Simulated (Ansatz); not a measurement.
cyclo-(F2GeNH)3 (Ge3N3F6H3). The state is a triplet with charge 0. Geometry PBE-D4/def2-SVP, that of the neutral singlet; atoms count from 1.

```csv
atom,x (Å),y (Å),z (Å)
Ge1,1.5551,0.5074,0.9510
F2,1.9540,0.3088,2.6342
F3,2.9784,1.3089,0.3470
N4,1.3206,-1.0970,0.1393
Ge5,-0.1035,-1.7115,-0.8001
F6,-0.7000,-3.2029,-0.1278
F7,0.3700,-2.2141,-2.3988
N8,-1.4109,-0.4573,-0.8755
Ge9,-1.4516,1.2045,-0.1509
F10,-2.8391,1.4110,0.8806
F11,-1.7447,2.4074,-1.3756
N12,0.0802,1.5443,0.7580
H13,2.1125,-1.7443,0.2093
H14,-2.2399,-0.7197,-1.4186
H15,0.1190,2.4546,1.2280
```

At PBE0-D4/def2-SVP a singlet of charge 0 lies 5.95 eV below the triplet at the same geometry.

(1) Estimate the Mulliken populations from the PBE0/def2-SVP orbitals of Ansatz.

(2) Where does the spin sit?

(3) And the Mayer bond orders between bonded heavy atoms (over 0.3)?

Answers

(1) 
```
atom  charge (e)  spin (α − β)
 Ge1        1.09          0.08
  F2       -0.37          0.01
  F3       -0.37          0.01
  N4       -0.55          0.09
 Ge5        0.92          0.29
  F6       -0.36          0.04
  F7       -0.36          0.04
  N8       -0.18          0.86
 Ge9        0.92          0.29
 F10       -0.36          0.04
 F11       -0.36          0.04
 N12       -0.55          0.09
 H13        0.19          0.02
 H14        0.16          0.07
 H15        0.19          0.02
```
Mulliken values and Mayer orders depend strongly on the basis.

(2) Summed by element: Ge 0.65, F 0.19, N 1.04, H 0.11, of 2 unpaired in all. Largest on single atoms: N8 0.86, Ge5 0.29, Ge9 0.29.

(3) Ge1–F2 0.98 (1.74 Å); Ge1–F3 0.98 (1.74 Å); Ge1–N4 0.95 (1.81 Å); Ge1–N12 0.95 (1.81 Å); N4–Ge5 0.96 (1.81 Å); Ge5–F6 0.96 (1.74 Å); Ge5–F7 0.96 (1.74 Å); Ge5–N8 0.63 (1.81 Å); N8–Ge9 0.63 (1.81 Å); Ge9–F10 0.96 (1.74 Å); Ge9–F11 0.96 (1.74 Å); Ge9–N12 0.96 (1.81 Å).
